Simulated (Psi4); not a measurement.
Complex: SiH4 (SMILES [SiH4]) (first 5 atoms) with CH4O (SMILES CO); geometry from B3LYP-D3(BJ)/def2-TZVP, rigid monomers moved along the line of their centres of mass till Si1···O7 is 5.47 Å.
(charge 0, multiplicity 1):
```xyz
11

Si    -0.179    -0.140     0.274
H     -1.134    -0.890     1.119
H     -0.324     1.315     0.499
H     -0.512    -0.417    -1.147
H      1.207    -0.581     0.527
C     -0.066    -0.270     6.501
O      0.618     0.627     5.634
H      0.049     0.014     7.552
H      0.384    -1.251     6.355
H     -1.132    -0.339     6.262
H      0.239     1.506     5.731
```

These are SAPT0/jun-cc-pV(D+d)Z in Psi4 values and carry that method's errors.

Q: Give the four SAPT terms and the total, and say what mostly holds the pair together.

A: electrostatics -0.13, exchange 0.00, induction -0.01, dispersion -0.06, total -0.20 kcal/mol; the largest attraction is electrostatics.
